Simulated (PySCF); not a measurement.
# C₆ coefficients of unlike pairs at PBE0

Calculated with PySCF 2.14 from the dipole response of each species, C₆(A,B) = (3/π) ∫ α_A(iu) α_B(iu) du, in atomic units, from isotropic polarisabilities. For ions this is the dispersion term alone; charge-induced terms of lower order in 1/R come first.

| species | configuration | basis | relativity | α (bohr³) | C₆ (like pair) |
| --- | --- | --- | --- | --- | --- |
| Al²⁺ | [Ne] 3s1 (2S) | aug-cc-pCVQZ-DK (10s9p7d5f3g) | spin-free X2C | 14.03 | 38.18 |
| Os²⁺ | [Xe] 4f14 5d6 (5D) | aug-cc-pVQZ-PP with ECP60MDF (7s7p6d4f3g2h) | core potential | 11.23 | 71.19 |
| Mn⁺ | [Ar] 3d5 4s1 (7S) | x2c-TZVPPall with one added diffuse shell each of s, p, d, f type (7s6p5d3f1g) | spin-free X2C | 30.07 | 158.2 |
| Pt²⁺ | [Xe] 4f14 5d8 (3F) | x2c-TZVPPall with one added diffuse shell each of s, p, d, f type (12s8p8d4f1g) | spin-free X2C | 9.416 | 61.18 |

Question: Estimate C₆ for Pt²⁺ with Os²⁺.

Answer: The integral gives 65.77. The combination rule 2 C_A C_B / (C_A α_B/α_A + C_B α_A/α_B) gives 65.66 and the geometric mean 65.99.

No spin-orbit coupling is included.

The other pairs:

| pair | C₆ |
| --- | --- |
| Mn⁺, Os²⁺ | 94.40 |
| Pt²⁺, Al²⁺ | 40.43 |
| Os²⁺, Al²⁺ | 45.54 |
| Mn⁺, Al²⁺ | 77.46 |
| Pt²⁺, Mn⁺ | 84.24 |
